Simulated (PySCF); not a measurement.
# Correlation energy of La⁴⁹⁺ (lanthanum, charge +49)

[He] 2s2 2p4, high-spin 3P determinant. Calculation: PySCF 2.14, in an even-tempered Gaussian basis (19 s from 24 bohr⁻², ratio 2.2; 12 p from 31 bohr⁻², ratio 2.2; 5 d from 130 bohr⁻², ratio 2.4; 5 f from 190 bohr⁻², ratio 2.4; 4 g from 280 bohr⁻², ratio 2.4); the spin-free X2C one-electron Hamiltonian (Gaussian nucleus). Frozen: nothing; 8 electrons correlated; the 11 highest virtual orbitals of each spin left out.

MP2 pair energies summed by pair of shells (mhartree):

```csv
pair,energy,share (%)
2s-2p,-97.14,32.3
2p-2p,-90.59,30.1
1s-1s,-48.94,16.3
1s-2p,-35.68,11.9
2s-2s,-14.29,4.8
1s-2s,-14.10,4.7
```

Total MP2 correlation energy: -300.74 mhartree.

At this charge the one-electron X2C treatment keeps the bare 1/r₁₂, with no two-electron picture change or Breit term. That inflates the 1s pair energies well beyond their four-component values; and a scalar Hamiltonian misses the large spin-orbit splitting of the p shells, which matters for ns² → np² pairs.

Spin-orbit coupling is strong in this species, so the high-spin LS determinant is a model state.
